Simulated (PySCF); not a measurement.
C6H9Br.
Geometry (PBE0-D3(BJ)/def2-SVP, Å), atoms numbered from 1 in this order:
```
atom  x, y, z in Å
C1    -1.353   -1.043   -0.130
C2    -1.090    0.268   -0.217
Br3   -2.476    1.464    0.309
C4     0.174    0.859   -0.693
C5     0.331    2.179   -0.876
C6     1.323   -0.091   -0.945
C7     2.001   -0.581    0.332
H8    -2.316   -1.409    0.226
H9    -0.601   -1.780   -0.419
H10   -0.471    2.890   -0.672
H11    1.282    2.575   -1.241
H12    0.978   -0.950   -1.543
H13    2.062    0.432   -1.571
H14    2.409    0.266    0.904
H15    1.300   -1.115    0.990
H16    2.831   -1.264    0.098
```

All values: B3LYP/def2-SVPD (PySCF, non-relativistic), on one gas-phase PBE0-D3(BJ)/def2-SVP geometry that isn't relaxed in the solvent. The solvent is an IEF-PCM continuum (cavity from Bondi-type radii × 1.2), and excitations are vertical TDDFT with non-equilibrium linear response and a frozen core. The model holds no explicit solvent molecules, cavitation or dispersion. Spin–orbit coupling is left out although an atom past zinc is present.

| run | E − E(gas) (kcal/mol) | HOMO (eV) | HOMO–LUMO gap (eV) | dipole (D) | lowest singlet (eV) | static polarisability (au) |
| --- | --- | --- | --- | --- | --- | --- |
| gas | 0.00 | -6.76 | 5.26 | 1.88 | 5.11 | 97.9 |
| P | -2.56 | -6.72 | 5.29 | 2.60 | 5.11 | 137.9 |
| Q | -1.88 | -6.72 | 5.28 | 2.41 | 5.07 | 125.7 |

Task: The runs were made in acetone and chloroform. Which run belongs to which solvent?

Result: P = acetone, Q = chloroform. The dielectric constants are 4.711 (chloroform), 20.49 (acetone), and the energy falls further as ε rises. The optical constants n² used for the excitations are 2.09, 1.85 in the same order. In this model the ground state sees the solvent through ε alone.

Task: How constant is the ratio of the lowering to (ε − 1)/(2ε + 1)?

Result: 
```json
{"solvent": "chloroform", "(ε − 1)/(2ε + 1)": "0.356", "E − E(gas) (kcal/mol)": "-1.88", "ratio (kcal/mol)": "-5.3", "polarisation term (kcal/mol)": "-2.11"}
{"solvent": "acetone", "(ε − 1)/(2ε + 1)": "0.464", "E − E(gas) (kcal/mol)": "-2.56", "ratio (kcal/mol)": "-5.5", "polarisation term (kcal/mol)": "-3.00"}
```

The ratio changes by +4.3 % in size from chloroform to acetone. The polarisation term is half the interaction of the solute with the induced surface charges.

Cost: about 90 s of CPU time on one thread; the machine was shared, so the figure is rough. This is the whole response run at B3LYP/def2-SVPD in acetone, SCF included.
